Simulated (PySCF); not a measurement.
A GIAO shielding run with PySCF 2.14 (density fitting, non-relativistic, gas phase) on `InChI=1S/C5H14SSi2/c1-3-4-5-8-6-7-2/h4-5H,3,7-8H2,1-2H3/b5-4-`:

```
$ OMP_NUM_THREADS=1 python probes_run.py task.json out

{"job": {"kind": "nmr", "xc": "PBE0", "basis": "pcSseg-1"}, "charge": 0, "multiplicity": 1}
C     -3.868240     0.433494     0.230246
C     -2.505749     0.841156    -0.331801
C     -1.728073    -0.358525    -0.757257
C     -0.577649    -0.761062    -0.230960
Si     0.333009     0.085874     1.175511
S      2.033324    -1.119018     1.728020
Si     3.259891    -1.212152    -0.034953
C      3.737203     0.522758    -0.628617
H     -4.444295     1.313457     0.506075
H     -3.738397    -0.187537     1.113408
H     -4.433365    -0.131032    -0.508339
H     -2.661630     1.490045    -1.198622
H     -1.950168     1.401198     0.420910
H     -2.191663    -0.930681    -1.554561
H     -0.132041    -1.667605    -0.624872
H      0.822884     1.413970     0.797467
H     -0.418537     0.140336     2.423156
H      2.525396    -1.921492    -1.083175
H      4.410491    -1.974420     0.427781
H      2.883289     1.055148    -1.039876
H      4.137932     1.118569     0.187374
H      4.495978     0.466904    -1.403123
```

Hardware: 1 thread of an Arm Neoverse V1, shared host. The job also computes population analyses, field gradients.

(1) How large is the calculation?

(2) How long does it take, and how much memory does it need?

## Answers

(1) 88 electrons, 227 basis functions and 1246 auxiliary functions.

(2) 58 s of wall time, with 13 SCF cycles and 5 response iterations; peak memory 1 GiB. Times on a shared host scatter by some tens of per cent.
